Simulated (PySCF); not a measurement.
**Property card for `FC(F)=C(F)[C@H]1CO1`**

Species: C₄H₃F₃O.
Structure used (GFN2-xTB), in Å, numbered top down from 1:
```xyz
11
C4H3F3O angstrom
F      2.457    0.764   -1.512
C      1.300    0.309   -1.063
F      0.460    0.095   -2.062
C      0.999    0.116    0.218
F      1.933    0.396    1.147
C     -0.268   -0.413    0.780
C     -1.587   -0.006    0.266
O     -1.044   -1.262   -0.002
H     -0.172   -0.680    1.830
H     -2.431    0.010    0.946
H     -1.643    0.674   -0.575
```

Among its groups: C=C double bond, ether, epoxide and C–F bond.

GFN2-xTB geometry:

| Property | Result |
| --- | --- |
| Point group of the GFN2-xTB geometry | C1 |
| Rotational constants A, B, C of the GFN2-xTB geometry | 3.203, 1.705, 1.198 GHz |

From wB97X-D/def2-SVPD ground state and vertical TDDFT (core frozen in the response) (PySCF):

| Item | Value |
| --- | --- |
| Dipole moment | 2.18 D |
| HOMO energy | -9.31 eV |
| LUMO energy | 1.65 eV |
| HOMO–LUMO gap | 10.96 eV |
| Lowest singlet excitation | 6.61 eV (188 nm, f = 0.014) |
| Strongest line among the 8 lowest singlet transitions | S2 at 7.01 eV (177 nm, f = 0.281) |
| Lowest triplet excitation (Tamm–Dancoff) | 4.30 eV |
| Static isotropic polarisability | 51.9 au |
| Electronic spatial extent ⟨r²⟩ about the centre of nuclear charge | 896 bohr² |

Monoisotopic mass from the formula: 124.0136 u.

The vertical singlet–triplet gap S1 − T1 is 2.31 eV (TDDFT singlet less Tamm–Dancoff triplet). The principal polarisabilities are 39.9, 52.8 and 63.0 au; their mean is the isotropic value. No computed singlet falls in the visible range (750 to 380 nm, 1.65 to 3.26 eV); S1 lies 3.35 eV above its blue end. The largest Löwdin shares of the HOMO are 0.26 on C4, 0.25 on C2, 0.10 on F5 and 0.09 on F3. With B = h/(8π²I), that is 505.379 GHz u Å² over I, the principal moments of inertia are 157.8, 296.5 and 421.9 u Å² (most abundant isotopes). S1 lies 4.35 eV below the HOMO–LUMO gap.

Geometry: GFN2-xTB, one conformer, isolated molecule.
